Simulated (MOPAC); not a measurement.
Stepwise substitution at one centre (Al Cl-Br). Gas-phase values, no solvent. Strings in code marks are SMILES.

Quantity: vertical ionisation energy (energy after one electron is removed minus that of the parent at the parent's geometry), in eV.

Case: `[Cl][Al]([Cl])[Br]`. Geometry of `[Cl][Al]([Cl])[Br]` (neutral, multiplicity 1, Å):

```xyz
4

Cl    -1.1766    -1.7355    -0.0017
Al    -0.0365     0.0020    -0.0001
Cl    -0.9815     1.8528    -0.0017
Br     2.1945    -0.1193     0.0035
```

Q: Estimate the vertical ionisation energy (energy after one electron is removed minus that of the parent at the parent's geometry) that minus the HOMO energy of PM7 // B3LYP-D3(BJ)/def2-TZVP (MOPAC) returns for this input.

A: 10.59 eV.
